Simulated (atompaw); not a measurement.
## An all-electron radial function and its pseudo partner (silicon)

Columns: radius, all-electron u(r) and pseudo u(r) of the 3p shell (level -4.16 eV) of silicon in the configuration [Ne] 3s2 3p2; LDA (PW92), scalar-relativistic, PAW (atompaw) scheme, atompaw 4.2.0.5.

```tsv
r (bohr)	all-electron	pseudo
0.075	-0.0684	0.0028
0.150	-0.1683	0.0112
0.225	-0.2362	0.0248
0.300	-0.2627	0.0435
0.375	-0.2538	0.0667
0.450	-0.2192	0.0938
0.525	-0.1676	0.1242
0.600	-0.1057	0.1573
0.675	-0.0386	0.1922
0.750	0.0301	0.2283
0.825	0.0978	0.2648
0.900	0.1630	0.3012
0.975	0.2244	0.3369
1.050	0.2813	0.3712
1.125	0.3335	0.4040
1.200	0.3807	0.4347
1.275	0.4229	0.4632
1.350	0.4604	0.4894
1.425	0.4932	0.5132
1.500	0.5215	0.5345
1.575	0.5456	0.5534
1.650	0.5658	0.5700
1.725	0.5823	0.5841
1.800	0.5954	0.5960
1.875	0.6054	0.6055
1.950	0.6126	0.6126
```

**Question.** How many radial nodes do the two functions have?

**Answer.** The all-electron 3p function has n − l − 1 = 1; the pseudo-wave has 0, since the states of the same l below it are removed with the core.

**Question.** Is the pseudo-wave norm-conserving?

**Answer.** No, it belongs to a PAW set: the norm inside the radius is not constrained, and the difference is carried by the augmentation charge.
